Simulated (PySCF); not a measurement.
## From computed data to an observable: dipole moment from atomic charges

BF2H3OSi, SMILES B(F)(F)O[SiH3]. Atoms are numbered in the order given.

```xyz
8

B      0.0314     0.9748     0.0000
F      0.7308     2.0960     0.0000
F     -1.2964     1.0707     0.0000
O      0.6480    -0.2192     0.0000
Si     0.0144    -1.7817     0.0000
H     -0.8136    -1.9855     1.2211
H     -0.8136    -1.9855    -1.2211
H      1.1755    -2.7063     0.0000
```

Geometry optimised at r2SCAN-D4/def2-SVP. One conformer was computed; it need not be the lowest.

Charges (e) from ωB97X/def2-TZVP run with PySCF:

```json
[
 {"atom": "B1", "ESP fit": "0.904", "IAO": "0.851"},
 {"atom": "F2", "ESP fit": "-0.329", "IAO": "-0.331"},
 {"atom": "F3", "ESP fit": "-0.327", "IAO": "-0.344"},
 {"atom": "O4", "ESP fit": "-0.479", "IAO": "-0.674"},
 {"atom": "Si5", "ESP fit": "0.408", "IAO": "0.923"},
 {"atom": "H6", "ESP fit": "-0.065", "IAO": "-0.146"},
 {"atom": "H7", "ESP fit": "-0.065", "IAO": "-0.146"},
 {"atom": "H8", "ESP fit": "-0.048", "IAO": "-0.134"}
]
```

The dipole moment of the full density is 1.84 D.

### Question
What dipole moment does each set of point charges give, and which comes closer to that of the density?

### Answer

μ = Σ q r, and 1 e Å = 4.8032 D.
ESP fit: Σ q r = (-0.043, -0.392, 0.000) e Å, |μ| = 1.90 D.
IAO: Σ q r = (-0.113, -0.787, 0.000) e Å, |μ| = 3.82 D.
ESP fit comes closer in size. Point charges leave out the atoms' own dipoles (lone pairs, polarised bonds); fits to the potential absorb them, partitions of the density don't.
